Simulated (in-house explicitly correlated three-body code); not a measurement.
Computed with an exponentially correlated three-body code. Model: two electrons around a point charge, non-relativistic, variational in 260 exponentially correlated functions (energies converged to about 1e-7 hartree, or 1e-8 relative for large Z).

Command:
```bash
python run_hyl.py task.json out
```
Settings (lengths in bohr, energies in hartree):
```
Z                      1
nuclear_mass           500
interaction_strength   1
functions              260
states_tried           1
```

Run time, properties included: 2.6 s on 1 thread of Intel(R) Xeon(R) Platinum 8259CL CPU @ 2.50GHz (Skylake/Cascade Lake), on a shared host.

**Ground state only, binding against the one-electron ion.**

Given: nuclear charge 1; mass of the centre 500 electron masses.

Computed: one-electron threshold -0.499001996 hartree.

```tsv
term	energy (hartree)	binding (eV)
1 1S	-0.526632361	0.75186
```

**Converged states only, values per electron or pair.**

| term | mean r (bohr) | mean r squared (bohr²) | mean inverse r (1/bohr) | mean r12 (bohr) | mean inverse r12 (1/bohr) | mean cosine | mean p1 dot p2 (bohr⁻²) | delta r1 (bohr⁻³) | delta r12 (bohr⁻³) |
| --- | --- | --- | --- | --- | --- | --- | --- | --- | --- |
| 1 1S | 2.7172 | 11.98 | 0.68176 | 4.4237 | 0.31026 | -0.10459 | 0.032511 | 0.16355 | 0.0027146 |
